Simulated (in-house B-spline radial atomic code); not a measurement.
Results of a calculation; reference values are marked as such.
# Softness against transferability: the 4p channel of Nb

Nb, [Kr] 4d4 5s1, non-relativistic LDA (VWN5), spherical and spin-unpolarised, from an all-electron radial atomic-structure program (B-spline basis) (atomic units). The all-electron 4p level is ε = -1.250048 hartree, its outermost node lies just inside 0.56 bohr and its outer maximum at 1.14 bohr.

Troullier-Martins pseudo-orbitals are made for several radii. The cutoffs (hartree) are the plane-wave energies beyond which the orbital holds less than the named kinetic energy per electron. The phase error is the difference, pseudo minus all-electron, of arctan(R P'/P) at R = 1.89 bohr for all radii, half a hartree below and above the level.

| r_c (bohr) | V_l(0) (hartree) | cutoff for 10 mEh | for 1 mEh | for 0.1 mEh | phase error at ε − 0.5 (mrad) | at ε + 0.5 (mrad) |
| --- | --- | --- | --- | --- | --- | --- |
| 0.85 | -51.75 | 99.7 | 191 | 304 | -5.5 | -2.5 |
| 0.99 | -13.39 | 44.6 | 86.1 | 149 | -2.6 | -1.0 |
| 1.14 | -1.32 | 19.2 | 37.7 | 55.8 | -1.7 | -0.6 |
| 1.29 | -0.82 | 19.5 | 28.6 | 54.1 | -1.7 | -0.6 |
| 1.43 | -2.13 | 17.1 | 25.1 | 47.6 | -2.5 | -0.9 |
| 1.59 | -3.39 | 8.99 | 21.3 | 38.4 | -4.5 | -1.6 |

Q: Which radius needs the lowest cutoff for 0.1 mEh while both phase errors stay within 2.7 mrad?

A: The radii within that limit are 0.99, 1.14, 1.29, 1.43 bohr; of these r_c = 1.43 needs the least, 47.6 hartree, that is 95.2 Ry or 1295 eV.

Q: What does the larger radius buy, and what does it cost?

A: From r_c = 0.85 to 1.59 bohr the cutoff for 1 mEh goes from 191 to 21.3 hartree, a factor of 8.97, against 3.50 for a pure 1/r_c² scaling, end to end; step by step it is 191, 86.1, 37.7, 28.6, 25.1, 21.3, and for 0.1 mEh 304, 149, 55.8, 54.1, 47.6, 38.4; the number of plane waves goes as the cutoff to the power 3/2, here a factor of 26.9. The larger of the two phase errors is least at r_c = 1.14 bohr, 1.7 mrad; it is 5.5 at the smallest radius and 4.5 at the largest. These errors test the reference atom alone. The smallest radius lies well inside the outer maximum, where the nodeless form must bend sharply to keep the norm, so it is both harder and scatters less well than the next. Large radii also let the cores of neighbours overlap, which an atom doesn't show.
